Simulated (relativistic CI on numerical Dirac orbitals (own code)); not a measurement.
# What each ingredient does to the levels of Yb17+

Base calculation: Dirac-Coulomb-Breit CI, orbitals from a KLI potential per configuration, model QED (radiative potential, 1s self-energy scaled to tabulated hydrogen-like ionisation energies), unscaled Slater integrals.

Configuration list (outside the closed core [Ar] 3d10 4p6 4d10): 4s²4f⁷, 4s²4f⁶5s, 4s²4f⁵5s², 4s²4f⁶6s, 4f⁹. Levels of other configurations are missing.

Variants: (1) valence Slater integrals scaled by 0.9; (2) configuration mixing switched off; (3) QED terms removed. Shifts of the energy above 4s²4f⁷ ⁸S°7/2, in cm⁻¹, for the lowest level and the first level of each name with at least 55 % of one term (blank where a level changes its place among those of its configuration and J or its character, or is not in the variant):

```tsv
Level	Base	Δ(1)	Δ(2)	Δ(3)
4s²4f⁷ ⁸S°7/2	0.0	0.0	0.0	0.0
4s²4f⁷ ⁶P°7/2	59334.8	-6867.3	+169.2	+39.4
4s²4f⁷ ⁶P°5/2	61677.6	-6625.1	+167.3	+20.1
4s²4f⁷ ⁶P°3/2	63734.1	-6485.7	+182.3	+5.3
4s²4f⁷ ⁶I°7/2	65931.5	-7202.9	+22.3	+25.4
4s²4f⁷ ⁶I°17/2	67265.3	-6922.5	+6.4	+2.9
4s²4f⁷ ⁶I°9/2	67348.3	-7012.5	+12.0	+10.7
4s²4f⁷ ⁶I°11/2	68413.9	-6861.7	+5.0	-0.7
4s²4f⁷ ⁶I°15/2	68738.4	-6778.6	+0.6	-7.7
4s²4f⁷ ⁶I°13/2	68931.5	-6795.1	+1.4	-6.7
4s²4f⁷ ⁶D°9/2	75506.3	-7854.7	+20.0	+12.1
4s²4f⁷ ⁶D°7/2	79070.0	-7699.7	+61.8	-10.1
4s²4f⁷ ⁶D°1/2	79328.7	-7458.8	-5.4	-18.6
4s²4f⁷ ⁶D°3/2	80177.4	-7424.5	+32.0	-24.3
4s²4f⁷ ⁶D°5/2	80459.8	-7483.6	+61.6	-23.9
4s²4f⁷ ⁶G°13/2	100631.7	-10365.3	+40.0	+10.6
4s²4f⁷ ⁴N°23/2	103831.4	-10552.8	+10.3	-2.8
4s²4f⁷ ⁴N°19/2	103931.5	-10635.7	+16.1	+4.4
4s²4f⁷ ⁴N°21/2	105576.7	-10409.1	+2.6	-13.9
4s²4f⁷ ⁴L°15/2	107732.6	-10972.5	+69.4	+6.4
4s²4f⁷ ⁴L°19/2	111924.6	-10773.6	-3.4	-22.7
4s²4f⁷ ⁴K°11/2	112527.6	-11591.5	+192.3	+14.2
```

At this charge energies of transitions that change n are usually good to better than 1 %, and those within a shell (Δn = 0) to a few per cent. Terms inside the open d or f shell come out 10 to 20 % too wide with unscaled integrals.

Ionisation energy from the two ground configurations alone: base 410.531 eV; valence Slater integrals scaled by 0.9 409.897 eV. The NIST ASD value (theoretical) is 431 eV. The gap of more than 2 % comes from missing correlation, or from a tabulated value that is itself an estimate.

LS names give the leading component of a level, which can be under half, so a name can repeat, a term be missing and a line seem to break the LS rules.
